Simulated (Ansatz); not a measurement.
A search over several starts for the lowest SCF solution of Li₇H₆ at the given spin, in a small basis.

```yaml
crystal:
  periodic: [false, false, false]
  atoms:
    - {symbol: Li, position_ang: [-0.970879, -1.836145, -0.406919]}
    - {symbol: Li, position_ang: [-1.901736, 0.188530, 0.588729]}
    - {symbol: Li, position_ang: [1.198033, -1.346380, 0.750616]}
    - {symbol: Li, position_ang: [-0.851997, 1.588432, -1.110364]}
    - {symbol: Li, position_ang: [0.487500, -0.397509, -1.847766]}
    - {symbol: Li, position_ang: [1.296255, 1.448993, 0.173169]}
    - {symbol: Li, position_ang: [0.021601, 0.429222, 2.072705]}
    - {symbol: H, position_ang: [-0.684126, -1.085029, 1.265207]}
    - {symbol: H, position_ang: [0.767643, -1.893748, -0.898544]}
    - {symbol: H, position_ang: [-1.350053, -0.197715, -1.176666]}
    - {symbol: H, position_ang: [-0.588769, 1.540164, 0.725878]}
    - {symbol: H, position_ang: [1.699225, 0.232670, 1.428895]}
    - {symbol: H, position_ang: [0.877302, 1.328505, -1.564949]}
basis:
  gaussian: {orbitals: def2-SVP, initial_orbitals: start.molden}
magnetization: {spin_polarized: true, initial_magnetization: 1}
hamiltonian: {xc: pbe0, dispersion: d4}
output: {orbitals: {seedname: orbitals}}
```

The file start.molden holds the orbitals of an earlier run on this structure, at another level or in another basis.

```sh
$ ansatz run in.yaml --threads 2 --pin off --events-out ev --progress --plain --max-ram 4352MiB
```

Output, abridged:

```
Functional definition: PBE0
1209 factors; integrals over basis functions are off by at most 6.9e-4 eV
mean field evaluation 1: about -1513.4850 eV, gradient 2.9e1 eV
mean field evaluation 2: about -1523.0103 eV, gradient 1.2e1 eV
mean field evaluation 4: about -1527.3396 eV, gradient 2.4e0 eV
mean field evaluation 8: about -1527.6023 eV, gradient 7.7e-3 eV
mean field evaluation 16: about -1527.4319 eV, gradient 7.4e-1 eV
mean field evaluation 32: about -1526.6752 eV, gradient 2.0e0 eV
mean field -1527.60228545 eV, -56.1383485442 hartree, gradient 2.2e-5 eV, S^2 0.750991; 8 other end points of the search recorded, 0 dependent functions left out
reference -1527.60233808 eV, -56.1383504785 hartree; 14, 13 occupied and 79, 80 virtual orbitals, 1209 factors
Total energy: -1527.84492796 eV, -56.1472654921 hartree
```

Run time 10 s (2 threads of Arm Neoverse V2 on a shared host).

The structure comes from a short search, and lower isomers may exist.
